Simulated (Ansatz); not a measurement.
Two members of one family (Series GeMe3X), computed with Ansatz in the gas phase. The two geometries come from different levels. Binding counts from free atoms in the multiplicity of their measured ground term, without zero-point energy. The structures are stationary points that may keep the symmetry of their start.

First: GeBrMe3 (singlet, charge 0, r2SCAN-D4/def2-SVP geometry).

Cartesian coordinates in Å:
```
Ge -0.3439 -0.1104 -0.1077
Br -2.4849 -0.7955 -0.7757
C 0.8463 -1.6149 -0.4378
H 0.5137 -2.4971 0.1280
H 1.8709 -1.3575 -0.1253
H 0.8561 -1.8676 -1.5092
C -0.4702 0.3295 1.7853
H -1.1968 1.1402 1.9429
H 0.5132 0.6557 2.1603
H -0.7938 -0.5499 2.3615
C 0.1050 1.4401 -1.1971
H -0.6176 2.2516 -1.0253
H 0.0890 1.1746 -2.2643
H 1.1130 1.8013 -0.9356
```

```tsv
level	HOMO (eV)	LUMO (eV)	gap (eV)	binding per atom (eV)
PBE-D4/def2-SVP	-6.26	-0.22	6.04	3.78
PBE-D4/def2-TZVP	-6.48	-0.53	5.95	3.77
r2SCAN-D4/def2-TZVP	-6.80	-0.23	6.57	3.74
PBE0-D4/def2-SVP	-7.59	0.71	8.29	3.76
PBE0-D4/def2-TZVP	-7.74	0.42	8.16	3.74
```

Second: Ge(NCO)Me3 (singlet, charge 0, PBE0-D4/def2-SVP geometry).

```xyz
16

Ge    0.072   -0.038   -0.056
N    -1.356    0.677    0.849
C    -2.256    1.139    1.483
O    -3.145    1.595    2.100
C    -0.366    0.091   -1.944
H     0.451   -0.317   -2.558
H    -0.527    1.141   -2.228
H    -1.284   -0.474   -2.163
C     0.234   -1.879    0.546
H     1.070   -2.378    0.035
H    -0.691   -2.435    0.328
H     0.414   -1.913    1.630
C     1.618    1.039    0.424
H     1.787    1.003    1.510
H     1.460    2.087    0.130
H     2.519    0.664   -0.084
```

**Question.** What does the change do? Estimate second minus first.

**Answer.** 
| level | Δ HOMO (eV) | Δ LUMO (eV) | Δ gap (eV) | Δ binding per atom (eV) |
| --- | --- | --- | --- | --- |
| PBE-D4/def2-SVP | -0.06 | 0.63 | 0.69 | 0.52 |
| PBE-D4/def2-TZVP | -0.03 | 0.36 | 0.40 | 0.50 |
| r2SCAN-D4/def2-TZVP | -0.01 | 0.80 | 0.81 | 0.44 |
| PBE0-D4/def2-SVP | -0.16 | 0.50 | 0.66 | 0.46 |
| PBE0-D4/def2-TZVP | -0.13 | 0.17 | 0.29 | 0.45 |
